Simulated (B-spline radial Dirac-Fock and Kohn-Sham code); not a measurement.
**Ionisation of each subshell: Ti³⁺**

System: the Ti³⁺ ion in the configuration 1s2 2s2 2p6 3s2 3p6 3d1, inside a Watson sphere of charge -3 and radius 1.6 Å (a model of the Madelung potential; inside it an electron's potential energy is raised by 27.0 eV); nuclear rms radius 3.5921 fm (A = 48).

Model: relaxed Dirac-Fock hole states (ΔSCF) with Breit and QED corrections and a finite nucleus. Program: a radial B-spline solver. Correlation energy is missing from these numbers. Energies are counted from the vacuum level.

All terms are in eV, carry their sign (relaxation lowers the binding energy) and add up to the binding energy; ⟨r⟩ is the mean radius of the orbital in the initial state.

| subshell | −ε (Koopmans) | relaxation | Breit | self-energy | vacuum polarisation | binding energy | ⟨r⟩ (bohr) |
| --- | --- | --- | --- | --- | --- | --- | --- |
| K | 5026.6 | -33.05 | -4.53 | -2.19 | 0.17 | 4987.0 | 0.070 |
| L1 | 596.7 | -10.84 | -0.26 | -0.20 | 0.01 | 585.4 | 0.322 |
| L2 | 496.3 | -12.19 | -0.45 | 0.03 | 0.00 | 483.7 | 0.287 |
| L3 | 490.4 | -12.05 | -0.27 | 0.02 | 0.00 | 478.1 | 0.289 |
| M1 | 84.71 | -1.71 | -0.02 | -0.03 | 0.00 | 82.95 | 0.993 |
| M2 | 54.61 | -1.61 | -0.04 | 0.00 | 0.00 | 52.97 | 1.056 |
| M3 | 53.88 | -1.58 | -0.02 | 0.00 | 0.00 | 52.28 | 1.063 |
| M4,5 | 16.16 | -0.92 | 0.01 | 0.00 | 0.00 | 15.25 | 1.265 |

For the deepest level, K (1s), the Breit terms make up -0.091 % of the binding energy, QED -0.041 % and orbital relaxation -0.663 %.

Spin-orbit splittings: 2p 5.60 eV, 3p 0.69 eV.

Values without a named source are computed, but for edge energies of neutral atoms, which are taken from tables.
